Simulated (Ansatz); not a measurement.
Start from `[CH3][InH][CH2]F` and change one atom or group to get `F[CH2][InH2]`.

Ansatz, PBE0-D4/def2-TZVP geometries, multiplicity 1. Each molecule was computed in one conformer, which needn't be the lowest.

Elements past krypton have def2 core potentials.

```csv
property,`[CH3][InH][CH2]F`
LUMO energy (PBE/def2-TZVPP) / eV,-2.15
LUMO energy (ωB97M-V/def2-TZVPP) / eV,-0.02
HOMO energy (PBE/def2-TZVPP) / eV,-5.81
size of the dipole moment (ωB97M-V/def2-TZVPP) / D,1.27
size of the dipole moment (PBE/def2-TZVPP) / D,1.00
HOMO energy (B3LYP/def2-TZVPP) / eV,-6.88
```

(1) Give the same properties after the change, and the shifts. (Estimate.)

## Answers

(1) The calculation gave: 
```json
{"property": "LUMO energy (PBE/def2-TZVPP) / eV", "`F[CH2][InH2]`": "-2.52", "shift": "-0.37"}
{"property": "LUMO energy (ωB97M-V/def2-TZVPP) / eV", "`F[CH2][InH2]`": "-0.34", "shift": "-0.32"}
{"property": "HOMO energy (PBE/def2-TZVPP) / eV", "`F[CH2][InH2]`": "-6.07", "shift": "-0.26"}
{"property": "size of the dipole moment (ωB97M-V/def2-TZVPP) / D", "`F[CH2][InH2]`": "1.54", "shift": "0.27"}
{"property": "size of the dipole moment (PBE/def2-TZVPP) / D", "`F[CH2][InH2]`": "1.35", "shift": "0.35"}
{"property": "HOMO energy (B3LYP/def2-TZVPP) / eV", "`F[CH2][InH2]`": "-7.17", "shift": "-0.29"}
```

With PBE0 the HOMO falls by 0.27 eV and the LUMO falls by 0.37 eV, so the gap narrows by about 0.10 eV. PBE moves the HOMO by -0.26 eV and ωB97M-V by -0.28 eV. Dipoles are sizes alone; their direction can turn.

B3LYP here is the variant with VWN-RPA as its local correlation; programs differ in this.
